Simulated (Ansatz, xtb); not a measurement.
Group exchange: C3H7I + H2O2 → C3H8O + HOI

Species: C3H7I `CCCI`, singlet; H2O2 (hydrogen peroxide) `OO`, singlet; C3H8O `CCCO`, singlet; HOI (hypoiodous acid) `OI`, singlet. The partners trade I for OH: C–I and O–OH bonds give way to C–OH and O–I.

Shapes, held fixed at every level: PBE0-D4/def2-TZVP. Flexible molecules stand in one conformer, not always the lowest. Programs: Ansatz 0.2.0, xtb 6.7.1. Electronic energies: no zero-point or thermal term.

```csv
level,kind,ΔE (kJ/mol),less CCSD(T)/def2-TZVPP,CPU time (sum over the molecules)
GFN1-xTB,semi-empirical,-213.7,-74.2,0.17 s
PBE-D4/def2-TZVPP,GGA,-135.3,+4.2,16 s
B3LYP-D4/def2-TZVPP,global hybrid,-144.7,-5.2,24 s
PBE0-D4/def2-TZVPP,global hybrid,-139.3,+0.2,16 s
wB97M-V/def2-TZVPP,range-separated hybrid,-144.8,-5.3,56 s
B2PLYP/def2-TZVPP,double hybrid,-149.1,-9.6,32 s
CCSD/def2-TZVPP,coupled cluster or CI,-143.7,-4.2,–
CCSD(T)/def2-TZVPP,coupled cluster or CI,-139.5,0.0,8.7 min
```

The highest level, CCSD(T)/def2-TZVPP, gives ΔE = -139.5 kJ/mol; the levels span -213.7 to -135.3. GFN1-xTB strays far from the other rows. The column of differences is taken from that level and isn't an error. No measured value is set beside it here. For atoms past krypton def2 sets carry core potentials with scalar relativity. Correlated rows may include outer-core shells of I, which these sets cover unevenly. Times are processor times on shared x86 and Arm servers, and rough.
